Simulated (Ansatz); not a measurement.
System: CH3AlBr2O, charge 0, multiplicity 1. 
Geometry from a B3LYP-D3(BJ)/def2-TZVP (Ansatz, a quantum-chemistry and plane-wave program) optimisation:
SMILES: [Br][Al]([Br])[O]C
```xyz
8

C     -3.1326    -0.6267     0.2400
O     -2.0496     0.2416    -0.0232
Al    -0.3858     0.1167    -0.0241
Br     0.8366     1.9165    -0.5478
Br     0.6063    -1.8347     0.4944
H     -2.7969    -1.6319     0.5108
H     -3.7658    -0.6965    -0.6471
H     -3.7294    -0.2241     1.0612
```

Quantity: vertical ionisation energy (to the doublet state of charge +1; each state is the SCF solution reached for its spin; for the doublet the Hartree-Fock reference is unstable and T1 is 0.027), in eV. Correlated levels leave the core frozen unless marked. Open shells are spin-unrestricted. No spin-orbit coupling. The frozen core is the preceding noble-gas configuration, with the filled d and f shells of earlier blocks. No relativistic terms.  The program attaches cautions to a run behind CCSD/def2-SVPD: other roots. The program attaches cautions to a run behind CCSD/def2-TZVPPD: other roots. The program attaches cautions to a run behind CCSD(T)/def2-SVPD: other roots. The program attaches cautions to a run behind CCSD(T)/def2-TZVPPD: other roots.

```tsv
level	program	vertical ionisation energy (eV)
HF/def2-QZVPPD	Ansatz	9.88
RI-HF/def2-TZVPPD	Ansatz	9.88
SVWN5/def2-TZVPD	Ansatz	10.00
PBE/def2-TZVPD	Ansatz	9.81
r2SCAN/def2-TZVPD	Ansatz	10.08
B3LYP/def2-TZVPD	Ansatz	10.30
PBE0/def2-TZVPD	Ansatz	10.40
BHLYP/def2-TZVPD	Ansatz	10.81
CAM-B3LYP/def2-TZVPD	Ansatz	10.79
wB97M-V/def2-TZVPD	Ansatz	10.93
wB97X-V/def2-TZVPD	Ansatz	11.00
B2PLYP/def2-TZVPD	Ansatz	10.87
RI-MP2/def2-TZVPPD	Ansatz	11.56
RI-MP2/def2-QZVPPD	Ansatz	11.65
CCSD/def2-SVPD	Ansatz	10.89
CCSD/def2-TZVPPD	Ansatz	10.98
CCSD(T)/def2-SVPD	Ansatz	10.81
CCSD(T)/def2-TZVPPD	Ansatz	10.91
```
